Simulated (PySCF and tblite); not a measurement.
Values are calculated unless marked as measured or tabulated.
Conformer ensemble of C5H6N2, numbered as in [N:1]#[C:2][C:3]#[C:4][CH2:5][CH2:6][NH2:7]

Search: ETKDG and KDG, MMFF94s, GFN2-xTB, 90 starts; geometries at GFN2-xTB. Weights use PBE0-D3(BJ)/def2-SVP (IEF-PCM, cyclohexane) energies plus GFN2-xTB zero-point and thermal terms (modes under about 100 cm⁻¹ blended into free rotors). Symmetry numbers and mirror images are counted. Conformers within 3 kcal/mol (GFN2-xTB free energy) were kept, 4 at most. GIAO shieldings: mPW1PW91/pcSseg-1 (IEF-PCM, cyclohexane). Couplings: B3LYP/6-31G* with pcJ-1 on H (gas phase; spin-dipole term only for pairs with B, N, F, Si or P). TDDFT excitations: CAM-B3LYP/def2-SVPD (IEF-PCM, cyclohexane). Couplings are for ¹H; a prime marks the second kind of pair between the same two sets of atoms. H–H couplings come out 0.1 to 0.9 Hz lower than with pcJ-1 on all atoms. Shifts are against TMS (¹H), TMS (¹³C) at the same level. Programs: PySCF with density fitting and tblite.

Torsions listed: C4–C5–C6–N7, C5–C6–N7–H7. Of a mirror pair one member is shown.

```tsv
conformer	shape	symmetry	E(GFN2) kcal/mol	E(DFT) kcal/mol	G(298.15 K) kcal/mol	weight %	dipole D
1	63°, 59°	C1 (pair)	0.00	0.00	0.00	52.4	5.33
2	71°, 177°	C1 (pair)	0.71	0.68	0.59	19.4	5.45
3	-176°, -68°	C1 (pair)	1.01	0.83	0.73	15.4	6.14
4	180°, -60°	Cs	0.28	0.39	0.83	12.9	6.08
```

Weights (%) against temperature:

```json
{"T (K)": "200", "1": "63.6", "2": "14.1", "3": "10.4", "4": "11.9", "S(mix) cal/mol/K": "3.31"}
{"T (K)": "250", "1": "56.9", "2": "17.2", "3": "13.3", "4": "12.6", "S(mix) cal/mol/K": "3.49"}
{"T (K)": "298.15", "1": "52.4", "2": "19.4", "3": "15.4", "4": "12.9", "S(mix) cal/mol/K": "3.60"}
{"T (K)": "350", "1": "48.8", "2": "21.1", "3": "17.0", "4": "13.1", "S(mix) cal/mol/K": "3.67"}
{"T (K)": "400", "1": "46.3", "2": "22.3", "3": "18.3", "4": "13.1", "S(mix) cal/mol/K": "3.72"}
```

Averaged shifts at 298.15 K. ¹H: 3.15 (H6, 2H), 2.56 (H5, 2H) ppm. ¹³C: 112.6 (C2), 94.4 (C4), 63.2 (C3), 47.4 (C6), 27.4 (C5) ppm.

Averaged couplings (Hz): ²J(H5,H5) -18.8, ³J(H5,H6) 5.5, ³J(H5,H6′) 7.0, ²J(H6,H6) -13.3, ³J(H6,H7) 8.3, ²J(H7,H7) -8.8.

Coordinates of conformer 1 (Å):

```xyz
13

N     4.222    1.067   -0.896
C     3.210    0.583   -0.645
C     2.006    0.019   -0.353
C     0.953   -0.512   -0.093
C    -0.341   -1.062    0.207
C    -1.357    0.056    0.569
N    -1.644    0.996   -0.486
H    -0.705   -1.619   -0.663
H    -0.252   -1.754    1.048
H    -2.297   -0.420    0.860
H    -0.977    0.619    1.426
H    -2.015    0.527   -1.305
H    -0.809    1.501   -0.761
```

H on N, O and S are left out: they exchange, and hydrogen bonds move them by several ppm. Shifts are unscaled: against experiment ¹³C can be off by 15 ppm or more and ¹H by 0.8 ppm. For its torsions the set is small; conformers may be missing.

Search and properties took 4 min on 1 thread of Arm Neoverse V1 (shared host) (rough), launched as `OMP_NUM_THREADS=1 python ens_run.py task.json out`.
